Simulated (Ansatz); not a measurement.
`[NH2][GeH]([Cl])[Cl]` + `N=C=O` → `O=C=[N][GeH]([Cl])[Cl]` + NH₃ at 298.15 K and 1 bar (ligand exchange at a Ge–N bond).

Gas-phase electronic energies from Ansatz, PBE0-D4/def2-TZVP geometries. CCSD(T)/CBS adds triple-zeta CCSD(T) − MP2 to the extrapolated MP2 energy (def2 sets, frozen cores). This one scheme is used for every species. For Ge outer-core shells are correlated without core-valence functions, which leaves a few kJ/mol of doubt a bond. Scalar relativity is left out up to krypton. Each species was taken in one conformer, which may not be the lowest.

| species | CCSD(T)/CBS energy (Eh) | H − E (kJ/mol) | S (J/(mol·K)) |
| --- | --- | --- | --- |
| `[NH2][GeH]([Cl])[Cl]` | -3052.27661 | 115.4 | 347.9 |
| `N=C=O` | -168.51995 | 67.5 | 238.3 |
| `O=C=[N][GeH]([Cl])[Cl]` | -3164.30040 | 87.4 | 385.6 |
| NH₃ | -56.50880 | 100.5 | 192.4 |

H − E and S are ideal-gas, rigid-rotor, harmonic terms from PBE0-D4/def2-TZVP, for one conformer and one mirror image of each species. 1 Eh = 2625.50 kJ/mol, R = 8.31446 J/(mol·K).

**Question.** By hand: ΔE, ΔH, ΔS and ΔG.

**Answer.** ΔE = (-3164.30040) + (-56.50880) − (-3052.27661) − (-168.51995) = -0.01264 Eh = -33.2 kJ/mol. Δ(H − E) = 87.4 + 100.5 − 115.4 − 67.5 = 5.0, so ΔH = -28.2 kJ/mol. ΔS = 385.6 + 192.4 − 347.9 − 238.3 = -8.2 J/(mol·K). ΔG = -28.2 − 298.15 × (-8.2)/1000 = -25.8 kJ/mol.

**Question.** By hand: the equilibrium constant, and the temperature at which ΔG would vanish if ΔH and ΔS stayed fixed.

**Answer.** log₁₀ K = −ΔG/(RT ln 10) = 4.5. ΔG = 0 at ΔH/ΔS = 3439 K, far beyond where these terms or the molecules hold.

The number of gas molecules stays the same, so ΔS is small and ΔH decides. A doubt of 5 kJ/mol in ΔE shifts log₁₀ K by 0.9 here. Other conformers and mirror images would add mixing entropy, several J/(mol·K) or more a flexible species. Modes under 60 cm⁻¹, often nearly free rotors, make the harmonic entropy too high. These are equilibria of isolated gas molecules and say nothing of rates. Largest T1 diagnostic: 0.018 (customary marks: 0.02 for closed shells, 0.045 for open ones).
